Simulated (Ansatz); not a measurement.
Frontier orbitals of `[Cl][GeH]1[CH2][GaH][O]C[O]1`.

Total charge 0; spin multiplicity 1. Correlated methods include outer-core shells of Ga, Ge, which these sets cover unevenly. Scalar relativity is left out up to krypton. The structure was optimised at the PBE0-D4/def2-TZVP level. Basis def2-TZVPP, Ansatz 0.2.0.

```tsv
functional	HOMO (eV)	LUMO (eV)	gap (eV)
LDA (SPW92)	-6.40	-2.18	4.22
PBE	-6.25	-1.90	4.35
revPBE	-6.19	-1.77	4.42
PBE0	-7.66	-1.11	6.55
B3LYP	-7.46	-1.39	6.07
HSE06 (plane-wave form)	-7.25	-1.48	5.77
BHLYP	-9.05	-0.39	8.66
LC-ωPBE	-10.41	0.98	11.39
ωB97M-V	-10.01	0.55	10.56
```

**Question.** What is the vertical ionisation energy at frozen-core CCSD(T)/def2-TZVPP? (An estimate is asked.)

**Answer.** The calculation gave: 10.01 eV (T1 of the cation 0.042).

A quarter of exact exchange (PBE0) shifts PBE's HOMO by −1.40 eV and its LUMO by +0.79 eV; full exchange at long range (ωB97M-V) shifts them by −3.75 and +2.46 eV. The gap opens from 4.35 to 10.56 eV, since occupied levels lose self-interaction and empty ones feel all the electrons. A positive LUMO is unbound and depends on the basis. −ε(HOMO) differs from that ionisation energy by −3.76 eV with PBE and −0.01 eV with ωB97M-V.

B3LYP here is the variant with VWN-RPA as its local correlation; programs differ in this. LC-ωPBE has ω = 0.4 bohr⁻¹.
